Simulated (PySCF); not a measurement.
# Radial density of Fe⁺ (iron, charge +1)

M06-L, [Ar] 3d6 4s1, high-spin 6D determinant. Calculation: PySCF 2.14, in def2-SVP; no relativity, point nucleus.

```json
{"r (bohr)": "0.00109", "4πr²ρ (e/bohr)": "0.1651", "4πr²(ρα − ρβ)": "0.0001"}
{"r (bohr)": "0.00183", "4πr²ρ (e/bohr)": "0.4561", "4πr²(ρα − ρβ)": "0.0002"}
{"r (bohr)": "0.00309", "4πr²ρ (e/bohr)": "1.217", "4πr²(ρα − ρβ)": "0.0006"}
{"r (bohr)": "0.00519", "4πr²ρ (e/bohr)": "3.071", "4πr²(ρα − ρβ)": "0.0014"}
{"r (bohr)": "0.00873", "4πr²ρ (e/bohr)": "7.251", "4πr²(ρα − ρβ)": "0.0033"}
{"r (bohr)": "0.0147", "4πr²ρ (e/bohr)": "15.05", "4πr²(ρα − ρβ)": "0.0064"}
{"r (bohr)": "0.0247", "4πr²ρ (e/bohr)": "25.54", "4πr²(ρα − ρβ)": "0.0097"}
{"r (bohr)": "0.0416", "4πr²ρ (e/bohr)": "31.17", "4πr²(ρα − ρβ)": "0.0083"}
{"r (bohr)": "0.0699", "4πr²ρ (e/bohr)": "26.02", "4πr²(ρα − ρβ)": "0.0042"}
{"r (bohr)": "0.118", "4πr²ρ (e/bohr)": "26.74", "4πr²(ρα − ρβ)": "0.0507"}
{"r (bohr)": "0.198", "4πr²ρ (e/bohr)": "34.68", "4πr²(ρα − ρβ)": "0.3464"}
{"r (bohr)": "0.333", "4πr²ρ (e/bohr)": "18.24", "4πr²(ρα − ρβ)": "1.4248"}
{"r (bohr)": "0.560", "4πr²ρ (e/bohr)": "14.88", "4πr²(ρα − ρβ)": "3.4068"}
{"r (bohr)": "0.941", "4πr²ρ (e/bohr)": "13.19", "4πr²(ρα − ρβ)": "3.2667"}
{"r (bohr)": "1.58", "4πr²ρ (e/bohr)": "3.186", "4πr²(ρα − ρβ)": "1.4093"}
{"r (bohr)": "2.66", "4πr²ρ (e/bohr)": "0.6922", "4πr²(ρα − ρβ)": "0.5574"}
{"r (bohr)": "4.48", "4πr²ρ (e/bohr)": "0.09559", "4πr²(ρα − ρβ)": "0.0954"}
{"r (bohr)": "7.53", "4πr²ρ (e/bohr)": "1.338e-05", "4πr²(ρα − ρβ)": "0.0000"}
```
